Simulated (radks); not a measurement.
Results of a calculation; reference values are marked as such.
Question: Isoelectronic series with 5 electrons, each ion in its NIST ground configuration. Code: a radial shooting solver on a logarithmic mesh with Libxc functionals. Model: non-relativistic Kohn-Sham, PBE, spin-polarised, spherical densities, point nucleus; open shells are filled with parallel spins first. Total energies (hartree) and mean radii <r> (bohr) (* marks an orbital that is empty in some or all of the ions):

ion,configuration,E (hartree),2p down*,2p up,2s down,2s up,1s down
B,[He] 2s2 2p1,-24.60538,2.368,2.255,1.971,1.939,0.3293
F4+,[He] 2s2 2p1,-92.17827,0.7790,0.7686,0.8444,0.8359,0.1759
Al8+,[He] 2s2 2p1,-203.78586,0.4769,0.4730,0.5392,0.5356,0.1198
P10+,[He] 2s2 2p1,-276.09271,0.3999,0.3972,0.4568,0.4542,0.1033
Cl12+,[He] 2s2 2p1,-359.40052,0.3445,0.3425,0.3963,0.3944,0.09083
K14+,[He] 2s2 2p1,-453.70895,0.3026,0.3010,0.3500,0.3485,0.08103

Estimate the row of N2+ ([He] 2s2 2p1).

Answer: E (hartree) -52.88229; 2p down* 1.151; 2p up 1.128; 2s down 1.181; 2s up 1.165; 1s down 0.2294.
